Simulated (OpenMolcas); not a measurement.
Ni5+, Pd5+, Pt5+: d5 down the group

```
Program             : OpenMolcas 26.06
Method              : MS-CASPT2, IPEA 0.25 Eh, imaginary shift 0.1 Eh
Basis               : ANO-RCC-VQZP
Scalar Hamiltonian  : DKH2, point nucleus
Spin-orbit coupling : state interaction with AMFI integrals over the reference wave functions, term energies averaged over their components
```

Active space for each ion: 5 electrons in 10 orbitals (d d); closed shells correlated by CASPT2: Ni5+ 3s 3p; Pd5+ 4s 4p; Pt5+ 5s 5p.

Computed levels in cm-1 above 6S 5/2:

```tsv
Level	Ni5+	Pd5+	Pt5+
4G 7/2	43270	29290	25370
4G 11/2	43340	29520	27150
4G 9/2	43340	29630	28380
4P 1/2	48020	33510	30250
4D 7/2	51830	35060	34290
4D 1/2	52020	36610	39510
2I 11/2	63080	42680	40170
2I 13/2	63300	43740	44500
2F 7/2(1)	69560	50610	57430
weight of 6S in the lowest level (%)	100	98	82
```

Mixed levels, with the weight of the term that names them: Pd5+ 4P 1/2 (68 %), Pd5+ 4D 1/2 (68 %), Pd5+ 2F 7/2(1) (57 %), Pt5+ 4G 7/2 (61 %), Pt5+ 4G 11/2 (75 %), Pt5+ 4P 1/2 (59 %), Pt5+ 4D 7/2 (61 %), Pt5+ 4D 1/2 (66 %), Pt5+ 2I 11/2 (71 %), Pt5+ 2F 7/2(1) (60 %).

Measured, with the error of the calculation in %. Measured levels: Ni5+ from Corliss and Sugar, J. Phys. Chem. Ref. Data 10, 197 (1981).

```json
{"Level": "4G 11/2", "Ni5+": "41921 (+3.4)"}
{"Level": "4P 1/2", "Ni5+": "46325 (+3.7)"}
{"Level": "4D 7/2", "Ni5+": "50331 (+3.0)"}
{"Level": "2I 11/2", "Ni5+": "61196 (+3.1)"}
{"Level": "2I 13/2", "Ni5+": "61280 (+3.3)"}
{"Level": "2F 7/2(1)", "Ni5+": "67085 (+3.7)"}
```

Without spin-orbit coupling 4G lies 43300, 29430, 26530 cm-1 above 6S in that order; the difference to the level 4G 7/2, of either sign, comes from spin-orbit coupling, which also lowers the zero.

Term energies are means over components that CASPT2 splits; among the terms shown or strongly mixed into the levels shown the widest spread is 740 cm-1 (3d5 2I, Ni5+). Active for correlation alone: 4d; no level in the range computed is led by a configuration that fills it, so any true level of that kind is missing (holds for Ni5+). Active for correlation alone: 5d; no level in the range computed is led by a configuration that fills it, so any true level of that kind is missing (holds for Pd5+). Active for correlation alone: 6d; no level in the range computed is led by a configuration that fills it, so any true level of that kind is missing (holds for Pt5+). Computed and measured levels are paired by configuration, term and J; levels that our copy of the source lacks, or whose pairing is in doubt (as where it misses far off the trend of its configuration), stay unpaired and out of the deviations. Only configurations of the active space appear.

A number in round brackets counts repeated terms of one configuration in the order of the reference energies.
